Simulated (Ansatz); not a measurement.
Stepwise reaction of `O[SiH](F)[SiH2][SiH3]` with hydrogen, as a gas-phase model of exchange steps in deposition or etching. ΔE in kJ/mol; ΔG adds harmonic PBE0-D4 terms to CCSD(T)/CBS, at 1 bar.

Calculated with Ansatz (gas phase, PBE0-D4/def2-TZVP geometries, no zero-point term in ΔE). CCSD(T)/CBS is the MP2 limit (def2-TZVPP, def2-QZVPP) plus CCSD(T) − MP2 in def2-TZVPP, frozen cores. This one scheme is used for every species. Functionals use def2-TZVPP. B3LYP here is the variant with VWN-RPA as its local correlation; programs differ in this. Each species was taken in one conformer, which may not be the lowest.

| step | reaction | PBE-D4 | B3LYP-D4 | ωB97M-V | CCSD(T)/CBS | ΔG(600 K) |
| --- | --- | --- | --- | --- | --- | --- |
| 1 | `O[SiH](F)[SiH2][SiH3]` + H₂ → `O[SiH](F)[SiH3]` + SiH₄ | 3.4 | -13.2 | -17.1 | -12.2 | -11.3 |
| 2 | `O[SiH](F)[SiH3]` + H₂ → `O[SiH2]F` + SiH₄ | -14.7 | -29.5 | -34.9 | -31.4 | -28.2 |

Q: By hand: ΔE of the 2 steps together at CCSD(T)/CBS.

A: (-12.2) + (-31.4) = -43.6 kJ/mol, or -21.8 kJ/mol a step.

In ΔE each step is lower than the one before. All are downhill at CCSD(T)/CBS. ΔG lies between -28.2 and -11.3 kJ/mol a step. PBE-D4 differs from CCSD(T)/CBS by 15.6 to 16.7 kJ/mol a step. Isolated molecules leave out the surface, adducts and barriers. Largest T1 diagnostic: 0.013.
